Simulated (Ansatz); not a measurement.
Reaction (formal exchange of groups at the Al–H bond): `[NH2][AlH][Cl]` + `ClCCl` → `[NH2][Al]([Cl])[Cl]` + `CCl`

Gas-phase electronic energies from Ansatz, PBE0-D4/def2-TZVP geometries. CBS: MP2 limit from def2 TZ/QZ plus the TZ coupled-cluster correction, frozen cores. This one scheme is used for every species. DFT in def2-TZVPP. B3LYP here is the variant with VWN-RPA as its local correlation; programs differ in this. Each species was taken in one conformer, which may not be the lowest.

`[NH2][AlH][Cl]`:

```xyz
6

N     0.173    0.174    0.960
Al    0.019   -0.143   -0.760
Cl   -1.919   -0.230   -1.561
H     1.051    0.237    1.449
H    -0.598    0.318    1.592
H     1.274   -0.357   -1.679
```

`ClCCl`:

Z-matrix (Å, degrees):
```
C
Cl 1 1.762
Cl 1 1.762 2 112.9
H 1 1.086 2 108.1 3 119.6
H 1 1.086 2 108.1 3 -119.6
```

`[NH2][Al]([Cl])[Cl]`:

Cartesian coordinates in Å:
```
N -0.996 -0.017 0.269
Al 0.690 0.012 -0.186
Cl 1.986 -1.457 0.520
Cl 1.408 1.514 -1.436
H -1.411 -0.711 0.868
H -1.678 0.658 -0.034
```

`CCl`:

```xyz
5

C    -0.059    0.109    0.077
Cl    0.662   -1.210   -0.863
H     0.306    0.047    1.100
H    -1.141    0.000    0.056
H     0.233    1.055   -0.371
```

```csv
level,ΔE (kcal/mol),difference from CCSD(T)/CBS
B3LYP-D4,-54.8,1.1
r2SCANh-D4,-56.6,-0.7
CAM-B3LYP-D4,-55.3,0.6
revPBE,-52.4,3.5
r2SCAN,-56.1,-0.2
CAM-B3LYP,-55.1,0.8
LC-ωPBE,-55.7,0.2
CCSD/def2-SVP,-57.0,-1.1
SCS-MP2/def2-QZVPP,-56.1,-0.2
HF/CBS(def2),-58.9,-3.0
CCSD(T)/CBS,-55.9,0
```

(1) What do rigid-rotor, harmonic-oscillator terms from PBE0-D4/def2-TZVP frequencies (298.15 K, 1 bar) make of the CCSD(T)/CBS value? (Best estimate.)

Largest T1 diagnostic among the species: 0.009.

Answers

(1) Computed: ΔZPE = +2.1 kcal/mol, ΔH = -53.5 kcal/mol, ΔS = -7 J/(mol·K), ΔG = -53.0 kcal/mol.

In def2-TZVPP, CCSD(T) changes the Hartree–Fock value by +3.3 kcal/mol (the triples alone add +0.7 kcal/mol) and MP2 by +2.2 kcal/mol. From PBE to PBE0 (25 % exact exchange), in def2-TZVPP and without D4, ΔE moves by −2.4 kcal/mol. Leaving LDA and LC-ωPBE aside and taking each functional with its dispersion term where it has one, the values, not all of them listed here, spread over 5.4 kcal/mol, from BHLYP-D4 to revPBE-D4. LDA lies +1.0 kcal/mol from PBE without D4.
